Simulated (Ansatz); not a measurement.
Total energies of CoMe2 (C2H6Co) from Ansatz at PBE0-D4/def2-TZVP, gas phase (1 Eh = 27.2114 eV = 2625.5 kJ/mol). The reference geometry is relaxed at PBE0-D4/def2-TZVP.

```xyz
9

Co    0.1473   -0.5714    0.0188
C    -1.5440   -0.4438   -1.0050
H    -2.3421   -0.0041   -0.3972
H    -1.8888   -1.4314   -1.3359
H    -1.4185    0.1768   -1.8989
C     1.5492    0.4202    1.0063
H     2.0397    1.1567    0.3604
H     2.3277   -0.2547    1.3840
H     1.1296    0.9516    1.8673
```

```tsv
state	geometry	energy (Eh)
charge 0 quartet	reference	-1462.25374
charge 0 doublet	relaxed at PBE0-D4/def2-TZVP	-1462.23377
free Co atom (quartet)	–	-1382.49072
free C atom (triplet)	–	-37.80537
free H atom (doublet)	–	-0.50104
```

Problem. Which of the charge 0 states is lowest, and how far above it are the others?

Solution. The quartet. doublet: -1462.23377 − (-1462.25374) = 0.01997 Eh = 52.4 kJ/mol.

Problem. What is the binding energy per atom against free atoms?

Solution. Atoms: 1 × (-1382.49072) + 2 × (-37.80537) + 6 × (-0.50104) = -1461.10770 Eh. Binding: -1461.10770 − (-1462.25374) = 1.14604 Eh = 31.19 eV, or 3.47 eV for each of 9 atoms (no zero-point energy, no counterpoise term).
